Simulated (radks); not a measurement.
Values are calculated unless marked as measured or tabulated.
Charge is removed step by step from the 3d down level of Fe+, starting from [Ar] 3d(up 5, down 1) 4s1. Level of theory: scalar-relativistic Kohn-Sham, PBE, spin-polarised, spherical densities, finite nucleus; open shells are filled with parallel spins first; Fermi nuclear charge, rms radius 3.7377 fm (a radial shooting solver on a logarithmic mesh with Libxc functionals).

\begin{tabular}{lrrr}
removed (e) & E - E(0) (eV) & eigenvalue (eV) & E minus straight line (eV) \\ \hline
0 & 0.000 & -13.298 & 0.000 \\
0.1 & 1.396 & -14.633 & -0.645 \\
0.2 & 2.928 & -16.002 & -1.155 \\
0.3 & 4.598 & -17.402 & -1.526 \\
0.4 & 6.409 & -18.833 & -1.756 \\
0.5 & 8.365 & -20.294 & -1.842 \\
0.6 & 10.469 & -21.783 & -1.779 \\
0.7 & 12.723 & -23.301 & -1.567 \\
0.8 & 15.130 & -24.846 & -1.201 \\
0.9 & 17.692 & -26.416 & -0.680 \\
1 & 20.413 & -28.010 & 0.000 \\
\end{tabular}

Removing the whole electron costs 20.413 eV by Delta-SCF, against 13.298 eV from minus the eigenvalue at the starting occupation. Slater's transition state (half an electron removed) gives 20.294 eV. Integrating minus the eigenvalue over the occupation (Janak's theorem) gives 20.414 eV. In this scalar-relativistic scheme the density is built from large components alone, so the theorem holds only approximately. The mean slope of the eigenvalue, de/dn, is 14.7 eV per electron.
